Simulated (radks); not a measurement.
The numbers below are computed, except where a source is named.
Coulomb parameter of the 5d shell of neutral tungsten in the model configuration [Xe] 4f14 5d5 6s1, as a second difference U = [E(n + 0.5) + E(n - 0.5) - 2 E(n)] / (0.5)^2 with all orbitals relaxed. "Bare": the charge of the atom changes with n. "Screened": the 6s shell takes up the change at fixed total charge, which measures U(5d,5d) + U(6s,6s) - 2 U(5d,6s). Level of theory: scalar-relativistic Kohn-Sham, SCAN, spin-unpolarised, spherical densities, finite nucleus; meta-GGA in the generalised Kohn-Sham scheme; Fermi nuclear charge, rms radius 5.3658 fm (a radial shooting solver on a logarithmic mesh with Libxc functionals).

case                   configuration  E - E(n) (eV)
start              [Xe] 4f14 5d5 6s1          0.000
bare +0.5        [Xe] 4f14 5d5.5 6s1         -0.787
bare -0.5        [Xe] 4f14 5d4.5 6s1          2.605
screened +0.5  [Xe] 4f14 5d5.5 6s0.5          1.070
screened -0.5  [Xe] 4f14 5d4.5 6s1.5         -1.026

U(bare) = 7.274 eV, U(screened by 6s) = 0.177 eV, against the Slater integral F0(5d,5d) = 11.490 eV with frozen orbitals. The step up makes a negative ion, whose loosely bound charge lowers the bare value.
